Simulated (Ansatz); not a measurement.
AsH2 (SMILES [AsH2]): the energy, rung by rung

AsH2 has 3 atoms, charge 0, and is taken as a doublet. SMILES: `[AsH2]`. Geometry: optimised at r2SCAN/def2-SVP.

```xyz
3

As   -0.5753    0.3286   -0.2757
H     0.6812    0.7946    0.4594
H    -0.1059   -1.1231   -0.1837
```

Quantity: the adiabatic ionisation energy (to the singlet cation, shapes relaxed at r2SCAN/def2-SVP, no zero-point term), in eV. The values are calculated.

| level | kind | program | value (eV) | less CCSD(T)/def2-TZVPP | CPU time (all runs) |
| --- | --- | --- | --- | --- | --- |
| UHF/def2-TZVPP | Hartree–Fock | Ansatz | 8.94 | -0.44 | 1.2 s |
| U-r2SCAN/def2-TZVPP | meta-GGA | Ansatz | 9.71 | +0.33 | 3.5 s |
| UPBE0-D4/def2-TZVPP | global hybrid | Ansatz | 9.53 | +0.15 | 1.9 s |
| U-wB97M-V/def2-TZVPP | range-separated hybrid | Ansatz | 9.34 | -0.04 | 7.7 s |
| UCAM-B3LYP/def2-TZVPP | range-separated hybrid | Ansatz | 9.51 | +0.13 | 2 s |
| UB2PLYP/def2-TZVPP | double hybrid | Ansatz | 9.40 | +0.02 | 2.6 s |
| UMP2/def2-TZVPP | perturbation theory | Ansatz | 9.40 | +0.02 | 1.5 s |
| UCCSD(T)/def2-TZVPP | coupled cluster or CI | Ansatz | 9.38 | 0.00 | 4.6 s |

Differences are taken from UCCSD(T)/def2-TZVPP for orientation; it has basis-set and higher-order errors of its own. All-electron rows without a relativistic Hamiltonian named are non-relativistic. The values span 8.94 to 9.71 eV. In the correlated wave-function rows the outer d shell of As is correlated, in sets not made for it. CPU times are rough (shared hosts, several kinds of processor): they show what a rung costs within a factor of a few.
